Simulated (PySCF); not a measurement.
IIn, SMILES [I][In] (connectivity only; charge and spin as stated), charge -1, multiplicity 2. Atoms are numbered in the order given.

```xyz
2

In     0.0000     0.0000    -1.5717
I      0.0000     0.0000     1.4531
```
Charge -1, spin multiplicity 2.

Coordinates come from a PBE-D3(BJ)/def2-TZVPD optimisation. The spin state was assumed, not searched. The def2 effective core potentials stand for the cores of I, In; spin–orbit coupling is left out.

The numbers are results of PBE-D3(BJ)/def2-TZVPD (PySCF 2.14.0), not measurements.

Frequencies are harmonic and unscaled.

Computed vibrational spectrum:
```csv
mode,ν (cm⁻¹),IR (km/mol),moving atoms (share of kinetic energy)
1,111,19.1,"In 52 %, I 48 %"
```
